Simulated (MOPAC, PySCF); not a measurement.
C₂H₅Cl₃Sn, SMILES `C[CH2][Sn]([Cl])([Cl])[Cl]`, neutral singlet in the gas phase. 

Cartesian coordinates (Å):
SMILES: [Cl][Sn]([Cl])([Cl])[CH2]C
```xyz
11

C     -1.4907     0.1418     0.4120
C     -0.4641    -0.6678    -0.3615
Sn     1.4901     0.1870    -0.1850
Cl     1.4603     2.4361    -0.8300
Cl     2.2245     0.1429     2.0355
Cl     3.1210    -0.8796    -1.4732
H     -2.4921    -0.3039     0.3019
H     -1.5469     1.1796     0.0502
H     -1.2584     0.1725     1.4873
H     -0.3697    -1.7017     0.0040
H     -0.6739    -0.7070    -1.4412
```
Charge 0, spin multiplicity 1.

All levels are single points at this geometry (PBE0-D3(BJ)/def2-SVP); Pople sets use spherical d functions. Orbital energies aren't observables, and empty levels follow the basis.

| level | HOMO (eV) | LUMO (eV) | gap (eV) | dipole (D) | vertical IE, Delta-SCF (eV) |
|---|---|---|---|---|---|
| PBE0-D3(BJ)/def2-TZVP in PySCF | -8.74 | -2.20 | 6.54 | 3.93 | 10.43 |
| B3LYP/6-311+G** (LANL2DZ on Sn) in PySCF | -8.73 | -2.61 | 6.12 | 4.24 | – |
| B3LYP/6-31G* (LANL2DZ on Sn) in PySCF | -8.64 | -2.46 | 6.18 | 4.31 | 10.57 |
| B3LYP/LANL2DZ in PySCF | -8.77 | -2.74 | 6.03 | 4.84 | – |
| BP86/6-31G* (LANL2DZ on Sn) in PySCF | -7.73 | -3.21 | 4.53 | 4.30 | – |
| PBE/6-31G* (LANL2DZ on Sn) in PySCF | -7.63 | -3.11 | 4.52 | 4.29 | – |
| HF/6-31G* (LANL2DZ on Sn) in PySCF | -11.78 | 1.15 | 12.93 | 4.63 | 10.70 |
| PM6 in MOPAC | -11.12 | -2.15 | 8.97 | 4.16 | – |
| PM7 in MOPAC | -10.99 | -1.49 | 9.49 | 3.92 | – |
